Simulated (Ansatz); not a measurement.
Reaction (formal hydrolysis of a Ge–Si bond): `[SiH3][GeH2][SH]` + H₂O → `[OH][GeH2][SH]` + SiH₄

Gas-phase electronic energies from Ansatz, PBE0-D4/def2-TZVP geometries. CCSD(T)/CBS is the MP2 limit (def2-TZVPP, def2-QZVPP) plus CCSD(T) − MP2 in def2-TZVPP, frozen cores. This one scheme is used for every species. DFT in def2-TZVPP. HSE06 is defined as in plane-wave codes. For Ge outer-core shells are correlated without core-valence functions, which leaves a few kJ/mol of doubt a bond. Scalar relativity is left out up to krypton. Each species was taken in one conformer, which may not be the lowest.

```json
{"level": "r2SCAN0-D4", "ΔE (kcal/mol)": "-3.6", "difference from CCSD(T)/CBS": "-0.4"}
{"level": "HSE06-D4", "ΔE (kcal/mol)": "-1.6", "difference from CCSD(T)/CBS": "1.6"}
{"level": "CAM-B3LYP-D4", "ΔE (kcal/mol)": "-5.9", "difference from CCSD(T)/CBS": "-2.7"}
{"level": "B2PLYP", "ΔE (kcal/mol)": "-6.1", "difference from CCSD(T)/CBS": "-2.9"}
{"level": "BLYP", "ΔE (kcal/mol)": "-6.0", "difference from CCSD(T)/CBS": "-2.8"}
{"level": "HF/def2-SVP", "ΔE (kcal/mol)": "-9.0", "difference from CCSD(T)/CBS": "-5.8"}
{"level": "MP2/def2-SVP", "ΔE (kcal/mol)": "-8.4", "difference from CCSD(T)/CBS": "-5.2"}
{"level": "MP2/def2-TZVPP", "ΔE (kcal/mol)": "-5.5", "difference from CCSD(T)/CBS": "-2.3"}
{"level": "HF/def2-QZVPP", "ΔE (kcal/mol)": "-9.4", "difference from CCSD(T)/CBS": "-6.2"}
{"level": "HF/CBS(def2)", "ΔE (kcal/mol)": "-9.4", "difference from CCSD(T)/CBS": "-6.2"}
{"level": "CCSD(T)/CBS", "ΔE (kcal/mol)": "-3.2", "difference from CCSD(T)/CBS": "0"}
```

Task: What do rigid-rotor, harmonic-oscillator terms from PBE0-D4/def2-TZVP frequencies (298.15 K, 1 bar) make of the CCSD(T)/CBS value? (Best estimate.)

Result: Ansatz gave: ΔZPE = -0.6 kcal/mol, ΔH = -4.6 kcal/mol, ΔS = -24 J/(mol·K), ΔG = -3.0 kcal/mol.

Largest T1 diagnostic among the species: 0.012.

The D4 term adds +1.3 kcal/mol with B3LYP and +0.8 kcal/mol with PBE0; it sums over pairs of atoms, weighted by their polarisabilities, and B3LYP, whose exchange is more repulsive, gets the larger term. At CCSD(T), def2-SVP lies −4.3 kcal/mol from the extrapolated value and def2-TZVPP −1.7 kcal/mol. Leaving LDA and LC-ωPBE aside and taking each functional with its dispersion term where it has one, the values spread over 4.6 kcal/mol, from B2PLYP to HSE06-D4.

B3LYP here is the variant with VWN-RPA as its local correlation; programs differ in this.
